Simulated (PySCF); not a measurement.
Ga(Cl)2(NHMe) (CH4Cl2GaN), SMILES [Cl][Ga]([Cl])[NH]C. Atoms are numbered in the order given.

```xyz
9

Ga     0.0741     0.1188     0.0000
Cl     0.6772     2.1791     0.0000
Cl    -2.0165    -0.3826     0.0000
N      1.2990    -1.2023     0.0000
C      1.0385    -2.6308     0.0000
H      2.2817    -0.9471     0.0000
H      1.4559    -3.1318    -0.8928
H      1.4559    -3.1318     0.8928
H     -0.0466    -2.8133     0.0000
```

Geometry optimised at B3LYP-D3(BJ)/def2-SVP. The structure was generated by enumeration; whether it is a known compound was not checked. Other conformers were not sampled.

Calculation: PBE0/def2-TZVP (PySCF).

Symmetry labels are those of the subgroup Cs that the program uses (full group Cs).

**Question.** List the valence orbital energies around the gap with their symmetry. (Estimate from the structure and the level; the computed values follow.)

**Answer.** 
```json
[
 {"orbital": "HOMO−7", "symmetry": "A'", "energy (eV)": "-11.76"},
 {"orbital": "HOMO−6", "symmetry": "A'", "energy (eV)": "-10.55"},
 {"orbital": "HOMO−5", "symmetry": "A'", "energy (eV)": "-10.25"},
 {"orbital": "HOMO−4", "symmetry": "A\"", "energy (eV)": "-9.69"},
 {"orbital": "HOMO−3", "symmetry": "A'", "energy (eV)": "-9.28"},
 {"orbital": "HOMO−2", "symmetry": "A\"", "energy (eV)": "-9.24"},
 {"orbital": "HOMO−1", "symmetry": "A'", "energy (eV)": "-9.08"},
 {"orbital": "HOMO", "symmetry": "A\"", "energy (eV)": "-7.33"},
 {"orbital": "LUMO", "symmetry": "A'", "energy (eV)": "-1.14"},
 {"orbital": "LUMO+1", "symmetry": "A\"", "energy (eV)": "-0.55"},
 {"orbital": "LUMO+2", "symmetry": "A'", "energy (eV)": "1.11"},
 {"orbital": "LUMO+3", "symmetry": "A'", "energy (eV)": "1.51"}
]
```
